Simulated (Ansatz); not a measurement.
`[F][ZnH]` + `C[SiH2]N` → `C[SiH2][NH][ZnH]` + H–F at 600 K and 1 bar (ligand exchange at a Zn–F bond).

Program: Ansatz. Geometries: PBE0-D4/def2-TZVP. ΔE: electronic, gas phase. CCSD(T)/CBS adds triple-zeta CCSD(T) − MP2 to the extrapolated MP2 energy (def2 sets, frozen cores). This one scheme is used for every species. For Zn outer-core shells are correlated without core-valence functions, which leaves a few kJ/mol of doubt a bond. Scalar relativity is left out up to krypton. Each species was taken in one conformer, which may not be the lowest.

```json
{"species": "`[F][ZnH]`", "CCSD(T)/CBS energy (Eh)": "-1878.79355", "H − E (kJ/mol)": "46.7", "S (J/(mol·K))": "267.2"}
{"species": "`C[SiH2]N`", "CCSD(T)/CBS energy (Eh)": "-386.08232", "H − E (kJ/mol)": "261.1", "S (J/(mol·K))": "384.5"}
{"species": "`C[SiH2][NH][ZnH]`", "CCSD(T)/CBS energy (Eh)": "-2164.46335", "H − E (kJ/mol)": "263.6", "S (J/(mol·K))": "454.8"}
{"species": "H–F", "CCSD(T)/CBS energy (Eh)": "-100.39570", "H − E (kJ/mol)": "42.3", "S (J/(mol·K))": "194.0"}
```

H − E and S are ideal-gas, rigid-rotor, harmonic terms from PBE0-D4/def2-TZVP, for one conformer and one mirror image of each species. 1 Eh = 2625.50 kJ/mol, R = 8.31446 J/(mol·K).

Task: By hand: ΔE, ΔH, ΔS and ΔG.

Result: ΔE = (-2164.46335) + (-100.39570) − (-1878.79355) − (-386.08232) = 0.01682 Eh = 44.2 kJ/mol. Δ(H − E) = 263.6 + 42.3 − 46.7 − 261.1 = -1.9, so ΔH = 42.3 kJ/mol. ΔS = 454.8 + 194.0 − 267.2 − 384.5 = -2.9 J/(mol·K). ΔG = 42.3 − 600 × (-2.9)/1000 = 44.0 kJ/mol.

Task: By hand: the equilibrium constant, and the temperature at which ΔG would vanish if ΔH and ΔS stayed fixed.

Result: log₁₀ K = −ΔG/(RT ln 10) = -3.8. ΔH and −TΔS have one sign here, so there is no such temperature. One of them is within its doubt of zero, so this could turn.

The number of gas molecules stays the same, so ΔS is small and ΔH decides. A doubt of 5 kJ/mol in ΔE shifts log₁₀ K by 0.4 here. Other conformers and mirror images would add mixing entropy, several J/(mol·K) or more a flexible species. Modes under 60 cm⁻¹, often nearly free rotors, make the harmonic entropy too high. These are equilibria of isolated gas molecules and say nothing of rates. Largest T1 diagnostic: 0.018 (customary marks: 0.02 for closed shells, 0.045 for open ones).
